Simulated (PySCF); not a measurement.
C5H4N, SMILES [c]1cccnc1, doublet at its PBE0/def2-SVP optimised geometry (Å):

```
10

C     -0.6495     1.1720     0.0000
C      0.7251     1.2199     0.0000
C      1.3780    -0.0182    -0.0001
C      0.5976    -1.1765     0.0000
N     -0.7322    -1.1765     0.0000
C     -1.3743    -0.0029     0.0000
H      1.2837     2.1606     0.0000
H      2.4694    -0.0820     0.0000
H      1.0806    -2.1606     0.0000
H     -2.4694    -0.0269     0.0000
```

Calculation: unrestricted PBE0/def2-TZVP (PySCF). Cells within 0.4 Å of a nucleus heavier than hydrogen are left out (blank, or x).

Map of the deformation density (molecule minus spherical neutral atoms) (e/bohr³) on the plane z = 0.0 Å:

```
|1111111111111111111111111111111|
|1111111111111111111111111111111|
|1111111111111111111111111111111|
|1111111111111111111111111111111|
|1111111111111111111111111111111|
|1111111111111111111111111111111|
|1111111111111111111001111111111|
|1111111111111111112210111111111|
|1111111111111111125941111111111|
|1111111111122122127841111111111|
|1111111111123x564xx521111111111|
|111111111112xxx98xx311111111111|
|111111111125xx354xx521111111111|
|1111111111278311137831111111111|
|1111111454xx5200014xx3431111111|
|1111102998xx2100002xx7882011111|
|1111101454xx5200026xx5651011111|
|1111111121277311149721221111111|
|111111111014xx564x7411111111111|
|111111111114xx78xxx110111111111|
|111111111125xx342x7311111111111|
|1111111111235311159621111111111|
|1111111111222110138611111111111|
|1111111111111111112111111111111|
|1111111111111111111011111111111|
|1111111111111111111111111111111|
|1111111111111111111111111111111|
|1111111111111111111111111111111|
|1111111111111111111111111111111|
|1111111111111111111111111111111|
|1111111111111111111111111111111|
```
Scale: ten equal steps from -0.025 (start of '0') to 0.119 (end of '9'), in the order '0123456789'; x runs from -4.50 to 4.50, y from -4.50 (bottom) to 4.50 (top).
